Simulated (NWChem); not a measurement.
**Relativistic effects in ditellurium (Te2)**

```
Te
Te 1 2.5636
```
Charge 0, spin multiplicity 3.

All runs are NWChem calculations. The geometry was optimised at UPBE0/def2-SVP with def2 effective core potentials on Te, a minimum by its harmonic frequencies.

Functional B3LYP, all-electron basis x2c-SVPall-2c, contracted for the X2C Hamiltonian and used here with ZORA. The ion keeps the geometry and has multiplicity 2 in the scalar run; the spin-orbit run starts from the same electron counts.

The cost column gives rough processor time relative to scalar ZORA; each entry includes its own SCF.

B3LYP has NWChem's definition, with VWN1-RPA local correlation. The stability of the SCF solutions was not checked.

```
Hamiltonian      ΔSCF ionisation energy (eV)  relative cost
---------------  ---------------------------  -------------
scalar ZORA                             8.33              1
spin-orbit ZORA                          ___        under 3
```

**Question.** What belongs in the gaps?

**Answer.** 
- spin-orbit ZORA, ΔSCF ionisation energy (eV): 7.98
